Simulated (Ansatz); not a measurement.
A search over several starts for the lowest SCF solution of Al2F2 at the given spin, in a small basis.

```yaml
crystal:
  periodic: [false, false, false]
  atoms:
    - {symbol: Al, position_ang: [-1.462350, -0.131607, -0.299597]}
    - {symbol: Al, position_ang: [1.463972, 0.131642, 0.304433]}
    - {symbol: F, position_ang: [-2.214645, 1.337565, -0.092728]}
    - {symbol: F, position_ang: [2.213023, -1.337600, 0.087893]}
basis:
  gaussian: {orbitals: def2-SVP, initial_orbitals: start.molden}
hamiltonian: {xc: pbe0, dispersion: d4}
output: {orbitals: {seedname: orbitals}}
```

The file start.molden holds the orbitals of an earlier run on this structure, at another level or in another basis.

```sh
$ ansatz run in.yaml --threads 4 --pin off --events-out ev --progress --plain --max-ram 3916MiB
```

It prints (some lines left out):

```
Functional definition: PBE0
572 factors; integrals over basis functions are off by at most 6.2e-4 eV
mean field evaluation 1: about -18610.2796 eV, gradient 9.5e0 eV
mean field evaluation 2: about -18610.4308 eV, gradient 1.4e-1 eV
mean field evaluation 4: about -18610.4930 eV, gradient 4.7e-4 eV
mean field evaluation 8: about -18606.1661 eV, gradient 5.0e1 eV
mean field evaluation 16: about -18610.4930 eV, gradient 1.5e-2 eV
mean field -18610.49300114 eV, -683.9230031467 hartree, gradient 2.3e-5 eV, S^2 0.000000; 1 other end points of the search recorded, 0 dependent functions left out
reference -18610.49303187 eV, -683.9230042758 hartree; 22, 22 occupied and 42, 42 virtual orbitals, 572 factors
Total energy: -18610.58245442 eV, -683.9262904939 hartree
```

It took 0.6 s on 4 threads of Arm Neoverse V1 on a shared host.

The structure comes from a short search, and lower isomers may exist.
